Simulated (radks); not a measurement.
The germanium anion Ge4-, [Kr], held by a Watson sphere: a shell of charge +4.15 at radius R that stands for the Madelung well of a crystal (potential energy -4.15/R inside, -4.15/r outside, in hartree with lengths in bohr). Calculated with a radial shooting solver on a logarithmic mesh with Libxc functionals: scalar-relativistic Kohn-Sham, PBEsol, spin-polarised, spherical densities, point nucleus. Response by self-consistent Sternheimer equations with the Hartree and adiabatic LDA kernel, the relativistic mass of each level held fixed and spin-orbit coupling left out. The sphere does not respond.

[
 {"R (bohr)": "2.16", "e(3d) (eV)": "-31.129", "e(4s) (eV)": "-17.271", "e(4p) (eV)": "-8.899", "<r> 4p (bohr)": "2.477", "sum of <r^2> (bohr^2)": "63.43", "X-ray form factor at sin(theta)/lambda = 0.2 1/angstrom": "25.905", "alpha (bohr^3)": "34.02"},
 {"R (bohr)": "2.6", "e(3d) (eV)": "-29.068", "e(4s) (eV)": "-15.265", "e(4p) (eV)": "-7.894", "<r> 4p (bohr)": "2.715", "sum of <r^2> (bohr^2)": "73.21", "X-ray form factor at sin(theta)/lambda = 0.2 1/angstrom": "25.552", "alpha (bohr^3)": "48.05"},
 {"R (bohr)": "2.87", "e(3d) (eV)": "-28.374", "e(4s) (eV)": "-14.237", "e(4p) (eV)": "-7.305", "<r> 4p (bohr)": "2.865", "sum of <r^2> (bohr^2)": "79.73", "X-ray form factor at sin(theta)/lambda = 0.2 1/angstrom": "25.411", "alpha (bohr^3)": "59.57"},
 {"R (bohr)": "3.52", "e(3d) (eV)": "-27.523", "e(4s) (eV)": "-12.333", "e(4p) (eV)": "-6.060", "<r> 4p (bohr)": "3.232", "sum of <r^2> (bohr^2)": "96.85", "X-ray form factor at sin(theta)/lambda = 0.2 1/angstrom": "25.263", "alpha (bohr^3)": "99.19"},
 {"R (bohr)": "4", "e(3d) (eV)": "-27.236", "e(4s) (eV)": "-11.355", "e(4p) (eV)": "-5.316", "<r> 4p (bohr)": "3.509", "sum of <r^2> (bohr^2)": "110.8", "X-ray form factor at sin(theta)/lambda = 0.2 1/angstrom": "25.271", "alpha (bohr^3)": "142.6"},
 {"R (bohr)": "4.71", "e(3d) (eV)": "-27.017", "e(4s) (eV)": "-10.405", "e(4p) (eV)": "-4.464", "<r> 4p (bohr)": "3.926", "sum of <r^2> (bohr^2)": "133.7", "X-ray form factor at sin(theta)/lambda = 0.2 1/angstrom": "25.358", "alpha (bohr^3)": "235.9"}
]
